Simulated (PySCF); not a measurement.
# Electron correlation in Zr (zirconium, neutral)

[Kr] 4d2 5s1 6s1, high-spin 5F determinant (an excited configuration). Calculation: PySCF 2.14, in aug-cc-pVTZ-PP with ECP28MDF; scalar relativity through the core potential. Frozen: 4s2 4p6; 4 electrons correlated.

MP2 pair energies summed by pair of shells (mhartree):

```
 pair  energy  share (%)
4d-5s   -8.27       55.2
4d-4d   -3.69       24.6
5s-6s   -1.88       12.5
4d-6s   -1.15        7.7
```

Total MP2 correlation energy: -14.99 mhartree.

Same-spin part -14.99 and opposite-spin part 0.00 mhartree; SCS-MP2 scales them by 1/3 and 6/5 to -5.00 mhartree.
